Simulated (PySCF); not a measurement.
# C₆ coefficients of unlike pairs at PW91

Calculated with PySCF 2.14 from the dipole response of each species, C₆(A,B) = (3/π) ∫ α_A(iu) α_B(iu) du, in atomic units, from isotropic polarisabilities. For ions this is the dispersion term alone; charge-induced terms of lower order in 1/R come first.

```tsv
species	configuration	basis	relativity	α (bohr³)	C₆ (like pair)
Ru	[Kr] 4d7 5s1 (5F)	aug-cc-pVTZ-PP with one added diffuse shell each of s, p, d, f, g type with ECP28MDF (7s7p6d4f3g)	core potential	58.21	549.7
Kr⁺	[Ar] 3d10 4s2 4p5 (2P)	aug-cc-pwCVTZ-PP with ECP10MDF (8s7p6d4f1g)	core potential	11.09	69.01
Sb⁺	[Kr] 4d10 5s2 5p2 (3P)	aug-cc-pwCVTZ-PP with ECP28MDF (8s7p6d4f1g)	core potential	25.31	208.6
```

Task: Estimate C₆ for Sb⁺ with Kr⁺.

Result: The integral gives 117.0. The combination rule 2 C_A C_B / (C_A α_B/α_A + C_B α_A/α_B) gives 115.7 and the geometric mean 120.0.

No spin-orbit coupling is included.

The other pairs:

| pair | C₆ |
| --- | --- |
| Kr⁺, Ru | 174.9 |
| Sb⁺, Ru | 327.5 |
